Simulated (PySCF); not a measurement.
## How methods differ on the ionisation energy of Ni

Ni [Ar] 3d8 4s2 (3F) → Ni+ [Ar] 3d9 (2D), as a difference of total energies. All numbers are calculated (PySCF 2.14, no relativity, point nucleus, in cc-pVDZ). Correlated levels: valence: [Ar] frozen. The calculations carry no spin-orbit coupling.

```
           method  ionisation energy (eV)  difference from reference (eV)
              UHF                   7.673                          +0.033
             TPSS                   7.174                          -0.466
              LDA                   7.196                          -0.444
    MP2 (valence)                   6.399                          -1.241
SCS-MP2 (valence)                   6.646                          -0.994
```

Reference: 7.640 eV (measured; NIST Atomic Spectra Database, ionization energies).

These non-relativistic numbers lack the scalar-relativistic shift.

The reference lies between the lowest fine-structure levels, while these numbers refer to the centres of the terms.

Errors of the correlated levels include the incompleteness of this basis and the frozen core.

MP2 underrates the near-degeneracy of ns² with np² in the lower species.
